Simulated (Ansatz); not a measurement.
Gas-phase electronic energies from Ansatz, PBE0-D4/def2-TZVP geometries. CCSD(T)/CBS adds triple-zeta CCSD(T) − MP2 to the extrapolated MP2 energy (def2 sets, frozen cores). DFT in def2-TZVPP. B3LYP here is the variant with VWN-RPA as its local correlation; programs differ in this. HSE06 is defined as in plane-wave codes. def2 core potentials past Kr. For Br, I outer-core shells are correlated without core-valence functions, which leaves a few kJ/mol of doubt a bond. Scalar relativity is left out up to krypton.

Consider the substitution at a C–Br bond: `ClC(Cl)Br` + HI → `ClC(Cl)I` + HBr.

| level | ΔE (kJ/mol) | difference from CCSD(T)/CBS |
| --- | --- | --- |
| LDA (SPW92) | -4.3 | 7.8 |
| PBE-D4 | -7.3 | 4.8 |
| revPBE-D4 | -7.7 | 4.4 |
| r2SCAN-D4 | -6.2 | 5.9 |
| PBE0-D4 | -6.3 | 5.8 |
| B3LYP-D4 | -7.8 | 4.3 |
| r2SCANh-D4 | -5.9 | 6.2 |
| r2SCAN0-D4 | -5.5 | 6.6 |
| HSE06-D4 | -6.5 | 5.6 |
| BHLYP-D4 | -7.2 | 4.9 |
| CAM-B3LYP-D4 | -4.9 | 7.2 |
| ωB97X-V | -4.4 | 7.7 |
| ωB97M-V | -5.1 | 7.0 |
| B2PLYP | -6.7 | 5.4 |
| PBE-QIDH | -6.3 | 5.8 |
| PBE | -5.7 | 6.4 |
| revPBE | -5.9 | 6.2 |
| BLYP | -5.7 | 6.4 |
| r2SCAN | -5.9 | 6.2 |
| PBE0 | -4.9 | 7.2 |
| B3LYP | -5.0 | 7.1 |
| r2SCANh | -5.6 | 6.5 |
| r2SCAN0 | -5.0 | 7.1 |
| HSE06 | -5.0 | 7.1 |
| BHLYP | -3.7 | 8.4 |
| CAM-B3LYP | -3.3 | 8.8 |
| LC-ωPBE | -3.3 | 8.8 |
| RPA@PBE/def2-TZVPP | -5.6 | 6.5 |
| MP2/def2-SVP | -5.8 | 6.3 |
| CCSD/def2-SVP | -3.8 | 8.3 |
| MP2/def2-TZVPP | -9.9 | 2.2 |
| SCS-MP2/def2-TZVPP | -8.4 | 3.7 |
| CCSD/def2-TZVPP | -5.0 | 7.1 |
| CCSD(T)/def2-TZVPP | -6.4 | 5.7 |
| HF/def2-QZVPP | -2.1 | 10.0 |
| MP2/def2-QZVPP | -13.5 | -1.4 |
| SCS-MP2/def2-QZVPP | -11.6 | 0.5 |
| HF/CBS(def2) | -2.2 | 9.9 |
| MP2/CBS(def2) | -15.7 | -3.6 |
| CCSD/CBS(def2) | -10.8 | 1.3 |
| CCSD(T)/CBS | -12.1 | 0 |

Largest T1 diagnostic among the species: 0.009.

At CCSD(T), def2-SVP lies +8.0 kJ/mol from the extrapolated value and def2-TZVPP +5.7 kJ/mol. In def2-TZVPP, CCSD(T) changes the Hartree–Fock value by −5.1 kJ/mol (the triples alone add −1.3 kJ/mol) and MP2 by −8.7 kJ/mol.
